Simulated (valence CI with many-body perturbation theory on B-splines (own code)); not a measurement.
## Sensitivity of CI+MBPT for Ni14+

Calculated by relativistic CI+MBPT: four valence electrons over a frozen Dirac-Fock core [Ne], radial functions for each j: 6 s, 6 p, 5 d, 3 f, 1 g, with the one-electron correlation potential Σ1 (screened to all orders), the two-electron term Σ2, the three-electron term Σ3, Breit, model QED; selected single and double excitations, second order for the rest, scaled by the run's own slope (own B-spline code, finite nucleus).

No measured spectrum was set against this ion. As an estimate, levels of excited configurations hold to 0.05 to 0.15 % of their energy, terms of the ground configuration to about 0.5 %.

The reference run has the lowest level 3s2 3p2 3P_0 and an ionisation energy of 462.086 eV. Its largest variational space holds 10000 state functions.

Names give the largest LS component (configuration and term), which can be under half, so a name can repeat, a term be missing and a line seem to break the LS rules; names also repeat where a configuration has a term twice.

Changed runs:
A. shift of the energy in Σ1 (hartree) 0 → 1.8; highest l with Σ1, explicit Σ2 and valence Breit (higher l get mean screening factors) 3 → 0
B. size limit of the variational space 10000 → 3000; second order for the rest on → off
C. size limit of the variational space 10000 → 3000; second order for the rest on → off; natural orbitals for correlation on → off
D. start configuration 3s2 3p2 → 3s2 4p2 (bad on purpose)

Excitation energies of the reference run in cm⁻¹, and shifts in cm⁻¹:

| Level | Reference | A | B | C |
| --- | --- | --- | --- | --- |
| 3s2 3p2 3P_1 | 14896 | -152 | +96 | -76 |
| 3s2 3p2 3P_2 | 27411 | -49 | +155 | +96 |
| 3s2 3p2 1D_2 | 63105 | +56 | +174 | +936 |
| 3s2 3p2 1S_0 | 112199 | +404 | +4.1 | +1606 |
| 3s 3p3 5S°_2 | 254266 | -1327 | +178 | -1785 |
| 3s 3p3 3D°_1 | 335395 | -306 | +270 | -104 |
| 3s 3p3 3D°_2 | 335700 | -290 | +407 | -71 |
| 3s 3p3 3D°_3 | 340781 | -213 | +466 | -128 |
| 3s 3p3 3P°_0 | 384288 | +151 | +6.6 | +540 |
| 3s 3p3 3P°_1 | 385694 | +223 | +316 | +556 |
| 3s 3p3 3P°_2 | 386802 | +221 | +502 | +513 |
| 3s 3p3 1D°_2 | 422972 | +846 | +656 | +441 |
| Ionisation energy (eV) | 462.086 | +1.742 | -0.00073 | -0.178 |

Run D: It gave no result: the start configuration must fill the lowest shells above the core. The program said: "4p is not the lowest shell of its kind above the core".
